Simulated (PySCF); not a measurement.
This PySCF input asks for the NMR shieldings of `InChI=1S/C5H14N2Si/c1-6-4-3-5(8)7(6)2/h5H,3-4H2,1-2,8H3/t5-/m1/s1`; the geometry comes from GFN2-xTB.

```python
import basis_set_exchange as bse
import numpy as np
from pyscf import gto, dft
from pyscf.prop import nmr

atoms = """
C    -1.303304   -0.034358    1.768456
N    -1.164856   -0.030346    0.330083
C    -0.916809    1.296002   -0.236349
C     0.202849    1.106446   -1.257290
C     0.937371   -0.114118   -0.689084
Si    2.242160    0.288624    0.649258
N    -0.122790   -0.926469   -0.083283
C    -0.678860   -1.918110   -0.987988
H    -2.187823    0.545776    2.029642
H    -0.430538    0.383150    2.290386
H    -1.445810   -1.062730    2.094161
H    -1.838279    1.670062   -0.691285
H    -0.605270    2.001573    0.544849
H     0.840888    1.984545   -1.338912
H    -0.210352    0.884844   -2.243738
H     1.410040   -0.691590   -1.488176
H     3.473445    0.713127   -0.024974
H     1.803807    1.396485    1.503028
H     2.450449   -0.914465    1.447679
H    -1.520407   -2.394666   -0.488616
H     0.083651   -2.669477   -1.190775
H    -1.029973   -1.494920   -1.937921
"""
names = dict.fromkeys(["C", "N", "Si", "H"], "pcSseg-1")
basis = {el: gto.basis.parse(bse.get_basis(n, elements=[el], fmt="nwchem")) for el, n in names.items()}
mol = gto.M(atom=atoms, basis=basis, charge=0, verbose=0)
mf = dft.RKS(mol, xc="PBE0")
mf.grids.level = 2
mf.grids.alignment = dft.numint.BLKSIZE   # the property module wants whole blocks of grid points
mf.conv_tol = 1e-9
mf.kernel()

calc = nmr.RKS(mf)   # GIAO
C = mf.mo_coeff
Co = C[:, mf.mo_occ > 0]
resp = mf.gen_response(singlet=True, hermi=2)
def vind(x):   # induced exchange potential for any number of trial vectors
    d = np.einsum("pi,xij,qj->xpq", C, 2 * x.reshape(-1, C.shape[1], Co.shape[1]), Co, optimize=True)
    return np.einsum("xpq,pi,qj->xij", resp(d - d.transpose(0, 2, 1)), C, Co, optimize=True).ravel()
mo1, _ = nmr.rhf.solve_mo1(calc, with_cphf=vind)
sigma = calc.kernel(mo1)
for i, s in enumerate(sigma):   # ppm
    w = np.linalg.eigvalsh((s + s.T) / 2)
    print("%2d %-2s iso %8.1f  s11 %8.1f  s22 %8.1f  s33 %8.1f" % (i, mol.atom_pure_symbol(i), w.mean(), *w))
```

Task: What are the results?

Result: 
```
 0 C  iso    137.9  s11    113.5  s22    119.8  s33    180.4
 1 N  iso    152.0  s11     65.4  s22    130.2  s33    260.5
 2 C  iso    129.8  s11     91.8  s22    122.0  s33    175.5
 3 C  iso    155.5  s11    117.7  s22    169.9  s33    178.9
 4 C  iso    134.9  s11    106.0  s22    123.7  s33    175.2
 5 Si iso    416.0  s11    370.0  s22    408.6  s33    469.4
 6 N  iso    141.4  s11     54.0  s22    120.7  s33    249.6
 7 C  iso    137.3  s11    102.3  s22    126.9  s33    182.5
 8 H  iso     29.3  s11     24.8  s22     26.2  s33     36.8
 9 H  iso     29.3  s11     24.3  s22     29.0  s33     34.5
10 H  iso     28.7  s11     24.2  s22     26.6  s33     35.4
11 H  iso     28.1  s11     23.5  s22     25.9  s33     34.9
12 H  iso     29.2  s11     25.5  s22     27.7  s33     34.5
13 H  iso     30.0  s11     25.8  s22     27.3  s33     36.8
14 H  iso     28.9  s11     24.4  s22     26.3  s33     36.1
15 H  iso     29.2  s11     25.8  s22     27.8  s33     34.2
16 H  iso     27.7  s11     23.9  s22     25.2  s33     34.0
17 H  iso     27.9  s11     24.3  s22     27.8  s33     31.7
18 H  iso     27.9  s11     24.4  s22     26.1  s33     33.1
19 H  iso     29.1  s11     24.4  s22     27.1  s33     35.7
20 H  iso     29.5  s11     24.8  s22     26.7  s33     36.8
21 H  iso     29.2  s11     24.6  s22     27.2  s33     35.6
```

These numbers come from an equivalent density-fitted implementation of the same equations, which agrees with the script to about 0.01 ppm for H and up to a few tenths of a ppm for heavy atoms, so last digits may differ.

Task: Turn these shieldings into chemical shifts. δ = σ(ref) − σ, references computed at the same level: ¹³C (186.93 ppm), ²⁹Si (349.16 ppm), ¹H (31.72 ppm) vs TMS; ¹⁵N (267.73 ppm) against NH3.

Result: Averaging equivalent atoms: C 2: 57.1; C 4: 52.0; C 7: 49.7; C 0: 49.0; C 3: 31.4; N 6: 126.3; N 1: 115.7; Si 5: -66.8; H 16/17/18: 3.90; H 11: 3.64; H 14: 2.79; H 8/9/10: 2.63; H 12: 2.51; H 19/20/21: 2.49; H 15: 2.47; H 13: 1.74 ppm. Experimental scales use liquid or dissolved standards, which lie at an offset from isolated NH3 (liquid NH3: subtract about 20 ppm).

Size and cost of the density-fitted run: 213 basis functions, roughly 110 core-seconds.
